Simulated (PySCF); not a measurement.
Isomers of C5H13NSi2, mass 143.059 u with the commonest isotopes. Method used: PBE0/pcSseg-1 in PySCF (dipole) on a GFN2-xTB geometry, gas phase. One conformer each, none proved a minimum here; rigid rotors.

**Question.** Order these by rotational constant B, largest first.
A. `[CH3:1][C:2]#[C:3][Si@H:4]([CH2:5][CH3:6])[NH:7][SiH3:8]` with C3–Si4–C5–C6 56°, C3–Si4–N7–Si8 -62°
B. `[CH2:1]=[CH:2]/[CH:3]=[CH:4]\[CH2:5][N:6]([SiH3:7])[SiH3:8]` with C1–C2–C3–C4 179°, C3–C4–C5–N6 104°, C4–C5–N6–Si7 79°
C. `[CH2:1]=[CH:2][N:3]1[SiH2:4][SiH2:5][CH2:6][C@H:7]1[CH3:8]` with C1–C2–N3–Si4 -165°, C2–N3–Si4–Si5 -175°, N3–Si4–Si5–C6 7°, Si4–Si5–C6–C7 -28°, Si5–C6–C7–C8 -79°
D. `[CH3:1]/[CH:2]=[C:3]1\[CH2:4][C@@H:5]1[N:6]([SiH3:7])[SiH3:8]` with C4–C5–N6–Si7 -80°
E. `[CH2:1]=[CH:2][N:3]1[C@@H:4]([CH3:5])[CH2:6][Si@@H:7]1[SiH3:8]` with C1–C2–N3–C4 -177°

**Answer.** C (1146 MHz), E (1085 MHz), A (922.0 MHz), D (822.4 MHz), B (754.2 MHz).

**Question.** Order these by out-of-plane moment Σ m c² = (Ia + Ib − Ic)/2, smallest first.
A. `[CH2:1]=[CH:2]/[CH:3]=[CH:4]\[CH2:5][N:6]([SiH3:7])[SiH3:8]` with C1–C2–C3–C4 179°, C3–C4–C5–N6 104°, C4–C5–N6–Si7 79°
B. `[CH2:1]=[CH:2][N:3]1[SiH2:4][SiH2:5][CH2:6][C@H:7]1[CH3:8]` with C1–C2–N3–Si4 -165°, C2–N3–Si4–Si5 -175°, N3–Si4–Si5–C6 7°, Si4–Si5–C6–C7 -28°, Si5–C6–C7–C8 -79°
C. `[CH3:1]/[CH:2]=[CH:3]/[Si@H:4]1[CH2:5][CH2:6][SiH2:7][NH:8]1` with C2–C3–Si4–C5 -95°, C3–Si4–C5–C6 148°, Si4–C5–C6–Si7 -37°, C5–C6–Si7–N8 27°, C6–Si7–N8–Si4 -6°
D. `[CH2:1]=[CH:2][N:3]1[C@@H:4]([CH3:5])[CH2:6][Si@@H:7]1[SiH3:8]` with C1–C2–N3–C4 -177°
E. `[CH3:1]/[CH:2]=[C:3]1\[CH2:4][C@@H:5]1[N:6]([SiH3:7])[SiH3:8]` with C4–C5–N6–Si7 -80°
F. `[CH3:1][C:2]#[C:3][Si@H:4]([CH2:5][CH3:6])[NH:7][SiH3:8]` with C3–Si4–C5–C6 56°, C3–Si4–N7–Si8 -62°

**Answer.** F (23.02 u·Å²), E (28.63 u·Å²), D (33.50 u·Å²), A (33.84 u·Å²), B (48.23 u·Å²), C (52.47 u·Å²).

**Question.** Order these by rotational constant C, largest first.
A. `[CH2:1]=[CH:2][N:3]1[SiH2:4][SiH2:5][CH2:6][C@H:7]1[CH3:8]` with C1–C2–N3–Si4 -165°, C2–N3–Si4–Si5 -175°, N3–Si4–Si5–C6 7°, Si4–Si5–C6–C7 -28°, Si5–C6–C7–C8 -79°
B. `[CH3:1]/[CH:2]=[C:3]1\[CH2:4][C@@H:5]1[N:6]([SiH3:7])[SiH3:8]` with C4–C5–N6–Si7 -80°
C. `[CH2:1]=[CH:2]/[CH:3]=[CH:4]\[CH2:5][N:6]([SiH3:7])[SiH3:8]` with C1–C2–C3–C4 179°, C3–C4–C5–N6 104°, C4–C5–N6–Si7 79°
D. `[CH2:1]=[CH:2][N:3]1[C@@H:4]([CH3:5])[CH2:6][Si@@H:7]1[SiH3:8]` with C1–C2–N3–C4 -177°
E. `[CH3:1][C:2]#[C:3][Si@H:4]([CH2:5][CH3:6])[NH:7][SiH3:8]` with C3–Si4–C5–C6 56°, C3–Si4–N7–Si8 -62°

**Answer.** A (890.7 MHz), D (761.1 MHz), B (673.9 MHz), C (627.8 MHz), E (560.8 MHz).

```json
{"SMILES": "C=C/C=C\\CN([SiH3])[SiH3]", "point group": "C1", "Ia (u·Å²)": "202.68", "Ib (u·Å²)": "670.05", "Ic (u·Å²)": "805.04", "κ": "-0.86", "μa (D)": "0.43", "μb (D)": "0.25", "μc (D)": "0.05"}
{"SMILES": "C=CN1[SiH2][SiH2]C[C@H]1C", "point group": "C1", "Ia (u·Å²)": "222.88", "Ib (u·Å²)": "441.00", "Ic (u·Å²)": "567.42", "κ": "-0.63", "μa (D)": "0.99", "μb (D)": "0.53", "μc (D)": "0.01"}
{"SMILES": "C=CN1[C@@H](C)C[Si@@H]1[SiH3]", "point group": "C1", "Ia (u·Å²)": "265.26", "Ib (u·Å²)": "465.75", "Ic (u·Å²)": "664.01", "κ": "-0.43", "μa (D)": "0.69", "μb (D)": "1.45", "μc (D)": "0.46"}
{"SMILES": "C/C=C1\\C[C@@H]1N([SiH3])[SiH3]", "point group": "C1", "Ia (u·Å²)": "192.64", "Ib (u·Å²)": "614.51", "Ic (u·Å²)": "749.89", "κ": "-0.85", "μa (D)": "0.99", "μb (D)": "0.37", "μc (D)": "0.11"}
{"SMILES": "CC#C[Si@H](CC)N[SiH3]", "point group": "C1", "Ia (u·Å²)": "399.05", "Ib (u·Å²)": "548.16", "Ic (u·Å²)": "901.18", "κ": "0.02", "μa (D)": "1.08", "μb (D)": "0.41", "μc (D)": "1.19"}
{"SMILES": "C/C=C/[Si@H]1CC[SiH2]N1", "point group": "C1", "Ia (u·Å²)": "178.90", "Ib (u·Å²)": "679.95", "Ic (u·Å²)": "753.91", "κ": "-0.93", "μa (D)": "0.97", "μb (D)": "0.30", "μc (D)": "0.37"}
```
